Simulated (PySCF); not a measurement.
**Exercise with solution: dipole moment from atomic charges**

C4H3B, SMILES C(#C)BC#C. Atoms are numbered in the order given.

```xyz
8

B      0.0000     0.0000    -0.8477
C      0.0000     1.3227    -0.1085
C      0.0000     2.3974     0.4695
H      0.0000     3.3430     0.9805
C      0.0000    -1.3227    -0.1085
C      0.0000    -2.3974     0.4695
H      0.0000    -3.3430     0.9805
H      0.0000     0.0000    -2.0548
```
Charge 0, spin multiplicity 1.

Geometry optimised at B3LYP-D3(BJ)/def2-SVP.

Charges (e) from HF/def2-TZVP in PySCF:

| atom | IAO | Mulliken |
|---|---|---|
| B1 | 0.221 | 0.239 |
| C2 | -0.164 | -0.117 |
| C3 | -0.160 | -0.231 |
| H4 | 0.209 | 0.209 |
| C5 | -0.164 | -0.117 |
| C6 | -0.160 | -0.231 |
| H7 | 0.209 | 0.209 |
| H8 | 0.009 | 0.038 |

The dipole moment of the full density is 0.84 D.

What dipole moment does each set of point charges give, and which comes closer to that of the density?


μ = Σ q r, and 1 e Å = 4.8032 D.
IAO: Σ q r = (0.000, 0.000, 0.089) e Å, |μ| = 0.43 D.
Mulliken: Σ q r = (0.000, 0.000, -0.062) e Å, |μ| = 0.30 D.
IAO comes closer in size. Point charges leave out the atoms' own dipoles (lone pairs, polarised bonds); fits to the potential absorb them, partitions of the density don't.
